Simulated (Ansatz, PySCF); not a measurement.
Cl3OSi, SMILES [O][Si](Cl)(Cl)Cl, multiplicity 2. Atoms are numbered in the order given.

```xyz
5

O      0.0001     0.1552     1.9392
Si     0.0001    -0.0224     0.2761
Cl     1.6504    -1.0118    -0.3611
Cl    -0.0055     1.9003    -0.3655
Cl    -1.6451    -1.0213    -0.3595
```
Charge 0, spin multiplicity 2.

Geometry optimised at ωB97X-D3(BJ)/def2-SVP. The isomer is the one that the SMILES or the coordinates give; other isomers of the formula were not compared.

Two levels are set side by side: PBE-D3(BJ)/def2-SVP (Ansatz, an electronic-structure program) and ωB97X-D3(BJ)/def2-SVP (PySCF). Each level has its own optimised geometry; the coordinates shown are those of the second. Frequencies come from the Hessian of PySCF at each geometry. Differences are taken from unrounded values.

```
quantity                            ωB97X-D3(BJ)  PBE-D3(BJ)  PBE-D3(BJ) minus ωB97X-D3(BJ)
----------------------------------  ------------  ----------  -----------------------------
mean bond length (Å)                       1.938       1.955                          0.017
bond O1–Si2 (Å)                            1.673       1.653                         -0.020
bond Si2–Cl3 (Å)                           2.027       2.050                          0.023
bond Si2–Cl4 (Å)                           2.027       2.069                          0.042
bond Si2–Cl5 (Å)                           2.027       2.050                          0.023
highest harmonic wavenumber (cm⁻¹)           900         876                            -23
mean harmonic wavenumber (cm⁻¹)              407         376                            -30
zero-point energy (kcal/mol)                5.23        4.84                          -0.39
```

GGA bonds tend to be longer and softer than those of functionals with exact exchange. Differences between two approximate levels are no errors against the true value.
